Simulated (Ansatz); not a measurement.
A nudged elastic band was laid between two geometries of CH5ClISbSi (10 atoms, charge 0, multiplicity 1).

Method: RKS LDA/def2-SVP in Ansatz 0.2.0.

| Item | Value |
| --- | --- |
| movable images | 7 |
| climbing image | yes |
| spring | 5.0 eV/Å² |
| optimiser | quadratic models (default) |
| start path | IDPP |
| force threshold | 0.05 eV/Å |
| iteration limit | 60 |
| end points | relaxed |

Image 0:

```xyz
10
Properties=species:S:1:pos:R:3
C -0.173 0.244 1.355
Si 0.007 0.680 -0.440
Cl 1.545 2.060 -0.612
Sb 0.507 -1.236 -2.064
I -2.088 1.730 -1.185
H 0.771 -0.211 1.723
H -0.391 1.159 1.946
H -1.003 -0.482 1.489
H -0.745 -2.144 -1.289
H 1.653 -1.851 -0.920
```

Image 8:

```xyz
10
Properties=species:S:1:pos:R:3
C -0.151 0.302 1.595
Si -0.198 0.412 -0.258
Cl 1.269 1.745 -0.852
Sb 0.011 -1.857 -1.439
I -2.391 1.319 -0.907
H 0.834 -0.094 1.925
H -0.297 1.311 2.035
H -0.956 -0.370 1.962
H 0.245 -0.991 -2.911
H 1.717 -1.827 -1.147
```

(1) What changes between the two ends?

(2) Give the energies along the band, and the barrier.

(3) What is the geometry of the highest image?

(4) What are the harmonic wavenumbers there?

Results:

(1) No bond is made or broken. The height of Sb4 over the plane of its neighbours goes from -1.12 to 1.12 Å.

(2) The run converged. The highest image is number 4 of 0 to 8, 1.57 eV above the first end and 1.55 eV above the last; the last end lies 0.02 eV above the first. A vibrational analysis at the climbing image gives one clearly imaginary mode, 705i cm⁻¹: a first-order saddle point.

```json
{"image": "0", "path coordinate (Å)": "0.00", "energy (eV)": "0.00", "height of Sb4 over the plane of its neighbours (Å)": "-1.12"}
{"image": "1", "path coordinate (Å)": "0.59", "energy (eV)": "0.02", "height of Sb4 over the plane of its neighbours (Å)": "-1.10"}
{"image": "2", "path coordinate (Å)": "1.17", "energy (eV)": "0.08", "height of Sb4 over the plane of its neighbours (Å)": "-1.03"}
{"image": "3", "path coordinate (Å)": "1.76", "energy (eV)": "0.52", "height of Sb4 over the plane of its neighbours (Å)": "-0.67"}
{"image": "4", "path coordinate (Å)": "2.35", "energy (eV)": "1.57", "height of Sb4 over the plane of its neighbours (Å)": "-0.02"}
{"image": "5", "path coordinate (Å)": "2.92", "energy (eV)": "0.58", "height of Sb4 over the plane of its neighbours (Å)": "0.62"}
{"image": "6", "path coordinate (Å)": "3.49", "energy (eV)": "0.12", "height of Sb4 over the plane of its neighbours (Å)": "0.99"}
{"image": "7", "path coordinate (Å)": "4.07", "energy (eV)": "0.03", "height of Sb4 over the plane of its neighbours (Å)": "1.10"}
{"image": "8", "path coordinate (Å)": "4.64", "energy (eV)": "0.02", "height of Sb4 over the plane of its neighbours (Å)": "1.12"}
```

(3) 
```xyz
10
Properties=species:S:1:pos:R:3
C -0.013 0.726 1.486
Si -0.018 0.604 -0.362
Cl 1.435 1.909 -1.042
Sb 0.265 -1.670 -1.246
I -2.208 1.212 -1.259
H 0.964 0.364 1.874
H -0.152 1.784 1.793
H -0.824 0.095 1.905
H -0.943 -2.387 -2.156
H 1.576 -2.688 -0.991
```

(4) 705i, 64, 69, 143, 155, 168, 176, 184, 288, 347, 394, 540, 698, 728, 753, 772, 1180, 1331, 1334, 2018, 2071, 2968, 3081, 3101 cm⁻¹.

The run took 3.8 min on 2 threads of Intel(R) Xeon(R) Processor @ 2.50GHz (Skylake/Cascade Lake), on a shared host, peak memory 0.2 GiB.
